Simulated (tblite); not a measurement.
Compound: C₇H₆F (doublet state).
Atom-mapped SMILES: `[F:1][CH2:2][c:3]1[c:4][cH:5][cH:6][cH:7][cH:8]1` (hydrogens: H9, H10 on C2; H11 on C5; H12 on C6; H13 on C7; H14 on C8)

Structure optimised with GFN2-xTB, isolated species. This method treats the open shell by occupation alone, without spin polarisation.

Q: What internal coordinates does the optimisation give?

A: 
```json
{"bond": "F1–C2", "length (pm)": "137.1"}
{"bond": "C2–C3", "length (pm)": "150.3"}
{"bond": "C3–C4", "length (pm)": "136.9"}
{"bond": "C4–C5", "length (pm)": "136.0"}
{"bond": "C5–C6", "length (pm)": "139.6"}
{"bond": "C6–C7", "length (pm)": "138.2"}
{"bond": "C7–C8", "length (pm)": "138.4"}
{"bond": "C3–C8", "length (pm)": "139.5"}
{"bond": "C2–H9, C2–H10", "length (pm)": "109.7"}
{"bond": "C5–H11", "length (pm)": "107.9"}
{"bond": "C6–H12", "length (pm)": "108.0"}
{"bond": "C7–H13", "length (pm)": "108.1"}
{"bond": "C8–H14", "length (pm)": "108.0"}
```

Bonds in one row agree within 1 pm and their mean is given. A selection of angles:
```json
{"angle": "F1–C2–C3", "degrees": "112.1"}
{"angle": "F1–C2–H9", "degrees": "106.9"}
{"angle": "C3–C2–H9", "degrees": "110.7"}
{"angle": "H9–C2–H10", "degrees": "109.3"}
{"angle": "C2–C3–C4", "degrees": "121.3"}
{"angle": "C2–C3–C8", "degrees": "122.1"}
{"angle": "C4–C3–C8", "degrees": "116.6"}
{"angle": "C3–C4–C5", "degrees": "125.2"}
{"angle": "C4–C5–C6", "degrees": "117.5"}
{"angle": "C4–C5–H11", "degrees": "122.0"}
{"angle": "C6–C5–H11", "degrees": "120.5"}
{"angle": "C5–C6–C7", "degrees": "119.5"}
{"angle": "C5–C6–H12", "degrees": "119.7"}
{"angle": "C7–C6–H12", "degrees": "120.8"}
{"angle": "C6–C7–C8", "degrees": "121.0"}
{"angle": "C6–C7–H13", "degrees": "119.7"}
{"angle": "C8–C7–H13", "degrees": "119.3"}
{"angle": "C7–C8–H14", "degrees": "120.9"}
{"angle": "C3–C8–C7", "degrees": "120.2"}
{"angle": "C3–C8–H14", "degrees": "118.9"}
```

Dihedral angles: F1–C2–C3–C4 180° (antiperiplanar).

C3 (carbon bonded to 3 C) is planar (angles 122.1°, 121.3° and 116.6°, sum 360.0°, 0.00 Å off the plane of its three neighbours). Of the pairs four or more bonds apart, F1···H14 is among the closest relative to their van der Waals radii: 2.40 Å, 90 % of the sum of Bondi's values. C5 (carbon bonded to 2 C and H) is planar (angles 122.0°, 120.5° and 117.5°, sum 360.0°, 0.00 Å off the plane of its three neighbours). C8 (carbon bonded to 2 C and H) is planar (angles 120.9°, 120.2° and 118.9°, sum 360.0°, 0.00 Å off the plane of its three neighbours). The 6-membered ring C3–C4–C5–C6–C7–C8 has internal angles of 116.6° to 125.2° (sum 720°, against 720° for a flat polygon); it is planar, 0.00 Å rms from its mean plane, widest ring torsion 0°. C7 (carbon bonded to 2 C and H) is planar (angles 121.0°, 119.7° and 119.3°, sum 360.0°, 0.00 Å off the plane of its three neighbours). The C–C distances run from 1.360 Å (C4–C5, aromatic) to 1.503 Å (C2–C3, drawn single), a spread of 0.143 Å.

Point group: Cs (every atom within 0.08 Å of its image). Its GFN2-xTB frequencies are all real (lowest 30 cm⁻¹).

On one thread, Arm Neoverse V1 (aarch64), shared host, this took under 0.1 s of wall time. These figures are those of the optimisation.

One conformer stands for the species.

All values are computed, not measured.
